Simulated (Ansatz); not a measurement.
Basis-set extrapolation for H8N2OSi2 (`N[SiH2][SiH](N)O`) (PBE0-D4/def2-TZVP geometry, frozen core, Ansatz). Multiplicity 1, RHF reference.

|  | def2-TZVPP | def2-QZVPP |
| --- | --- | --- |
| HF | -766.501212 | -766.529227 |
| MP2 correlation | -0.919786 | -0.990322 |
| CCSD(T) correlation | -1.001983 | not run |

Energies in hartree. Use E(X) = E(∞) + A·exp(−7.88·√X) for Hartree–Fock and E(X) = E(∞) + B·X^(−2.97) for correlation, with X = 3 and 4, and add CCSD(T) minus MP2 of the smaller set to the MP2 limit.

Question: What is the CCSD(T) energy at the basis-set limit?

Answer: HF limit: -766.529227 + (-0.028015) × 0.13774 = -766.53309. MP2 limit: -0.990322 + (-0.070536) × 0.74074 = -1.04257. Higher-order term: -1.001983 − (-0.919786) = -0.08220. Total: -767.65786 hartree, 406.1 kJ/mol below CCSD(T)/def2-TZVPP.
